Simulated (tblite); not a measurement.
C7H12BP.
Atom-mapped SMILES: `[BH3-:1][P@+:2]1([CH3:3])[CH:4]=[CH:5][C:6]([CH:7]=[CH2:8])=[CH:9]1` (hydrogens: H10, H11, H12 on B1; H13, H14, H15 on C3; H16 on C4; H17 on C5; H18 on C7; H19, H20 on C8; H21 on C9)
Bond orders are those of one Lewis drawing.

Computed with GFN2-xTB (tblite), gas phase: L-BFGS steps from a force-field or distance-geometry start until the largest atomic force falls under 0.01 eV/Å.

Geometry at step 4:
```
atom  x, y, z in Å
B1     -2.3781   -1.3767   -0.7820
P2     -1.3171   -0.0059    0.0545
C3     -2.2364    1.1394    1.1868
C4     -0.3068    0.9967   -1.0523
C5      0.9984    0.7550   -0.8458
C6      1.2877   -0.1399    0.2726
C7      2.6145   -0.5182    0.7202
C8      3.7551   -0.0898    0.1846
C9      0.1630   -0.5617    0.8996
H10    -3.1894   -0.7775   -1.4021
H11    -1.6025   -1.9770   -1.4482
H12    -2.8174   -1.9940    0.1279
H13    -1.5877    1.8869    1.6310
H14    -2.6915    0.5310    1.9612
H15    -3.0246    1.6178    0.6143
H16    -0.7158    1.5890   -1.8614
H17     1.7604    1.2213   -1.4543
H18     2.6622   -1.1870    1.5669
H19     4.7039   -0.4037    0.5740
H20     3.7649    0.5773   -0.6536
H21     0.1483   -1.2659    1.7160
```

Task: What forces act on the atoms?

Result: 
```
atom  Fx (eV/Å)  Fy (eV/Å)  Fz (eV/Å)
  B1      0.065     -0.010     -0.020
  P2      0.173      0.178      0.004
  C3      0.200     -0.194     -0.188
  C4     -0.171      0.021      0.031
  C5     -0.059      0.099     -0.007
  C6      0.017      0.134     -0.067
  C7      0.173      0.163     -0.215
  C8     -0.238     -0.085      0.070
  C9     -0.264     -0.048      0.177
 H10     -0.117      0.084     -0.086
 H11      0.023     -0.091     -0.076
 H12     -0.067     -0.092      0.123
 H13      0.099      0.028     -0.007
 H14     -0.035     -0.079      0.095
 H15     -0.046      0.037     -0.092
 H16      0.094     -0.051      0.184
 H17      0.082     -0.186      0.122
 H18     -0.153     -0.065      0.053
 H19      0.125      0.002      0.008
 H20      0.099      0.102     -0.134
 H21     -0.002      0.053      0.024
```

The largest, 0.34 eV/Å, acts on C3; the rms over all components is 0.114 eV/Å. The forces sum to zero within rounding, as they must for an isolated molecule in no field.

Task: Give the force on C3 in Eh/bohr and in nN.

Result: 0.336 eV/Å ÷ 51.422 = 0.00654 Eh/bohr, and 0.336 eV/Å × 1.602 = 0.54 nN.

Task: How far is this geometry from the end of the optimisation?

Result: 0.034 eV above it, and 0.054 Å rms away after alignment. The bonds farthest from their final lengths, with half the difference of the two atoms' forces along the bond (positive lengthens):

```json
{"bond": "P2–C3", "now (Å)": "1.854", "final (Å)": "1.838", "force along bond (eV/Å)": "-0.18"}
{"bond": "B1–P2", "now (Å)": "1.925", "final (Å)": "1.936", "force along bond (eV/Å)": "+0.10"}
{"bond": "B1–H10", "now (Å)": "1.184", "final (Å)": "1.192", "force along bond (eV/Å)": "+0.10"}
{"bond": "B1–H12", "now (Å)": "1.184", "final (Å)": "1.192", "force along bond (eV/Å)": "+0.10"}
{"bond": "P2–C4", "now (Å)": "1.803", "final (Å)": "1.797", "force along bond (eV/Å)": "-0.15"}
{"bond": "C4–H16", "now (Å)": "1.083", "final (Å)": "1.077", "force along bond (eV/Å)": "-0.13"}
```

The angle farthest from its final value is B1–P2–C9, 116.1° against 118.5°.

Of the 2 listed bonds off by 0.010 Å or more, this force points towards the final length in 2.

The cost below is that of the whole relaxation. The run took 0.45 s of wall time on one thread, Arm Neoverse V1 (aarch64), no GPU (shared host).
